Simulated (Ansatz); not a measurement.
Cost and result up the ladder for Zn2Br3 (5 atoms). Total charge 0; doublet. Geometry: PBE-D4/def2-SVP.

```xyz
5

Zn    0.8387   -0.0884    0.9315
Zn   -0.6079    0.0644   -1.0969
Br    2.6767   -0.2817    2.2411
Br   -1.2546    0.1337   -3.2673
Br   -1.6530    0.1719    1.1915
```

Ansatz on 4 threads of Arm Neoverse V1 on a shared host. Times are rough, and most runs start from the orbitals of an earlier one. PBE0-D4/def2-TZVP serves as the yardstick here, not as an exact answer. Differences are given only for rows in sets of like size (and for xTB, whose basis is part of the method), since another set adds its own error. Binding counts from free atoms at the same level (Zn singlet, Br doublet; other spins of the atoms weren't run), without zero-point energy or a counterpoise term.

Correlated methods freeze 45 core orbitals; core or outer-core shells of Br are correlated, in sets that lack core-valence functions. Another isomer (doublet) lies 0.45 eV lower at PBE0-D4/def2-TZVP; other spin states weren't run for this one.

Run but left out: HF/STO-3G (⟨S²⟩ 3.42, where a pure state has 0.75).

Correlated methods converge slowly with the basis.

```
                         level  functions  wall time
               PBE-D4/def2-SVP        158      3.8 s
         LDA (SPW92)/def2-TZVP        240      4.1 s
              PBE0-D4/def2-SVP        158      8.5 s
PBE-D4/def2-TZVP (with forces)        240      9.1 s
             RPA@PBE/def2-TZVP        240       16 s
                 MP2/def2-TZVP        240       18 s
             PBE0-D4/def2-TZVP        240       19 s
           r2SCAN-D4/def2-TZVP        240       21 s
            PBE-QIDH/def2-TZVP        240       28 s
```

(1) Estimate what each level gives for the binding energy per atom (eV).

## Answers

(1) 
| level | binding energy per atom (eV) | difference from PBE0-D4/def2-TZVP (eV) |
| --- | --- | --- |
| PBE-D4/def2-SVP | 1.82 | – |
| LDA (SPW92)/def2-TZVP | 2.02 | 0.30 |
| PBE0-D4/def2-SVP | 1.80 | – |
| PBE-D4/def2-TZVP (with forces) | 1.70 | -0.02 |
| RPA@PBE/def2-TZVP | 1.34 | -0.38 |
| MP2/def2-TZVP | 1.74 | 0.03 |
| PBE0-D4/def2-TZVP | 1.72 | 0.00 |
| r2SCAN-D4/def2-TZVP | 1.80 | 0.08 |
| PBE-QIDH/def2-TZVP | 1.77 | 0.05 |
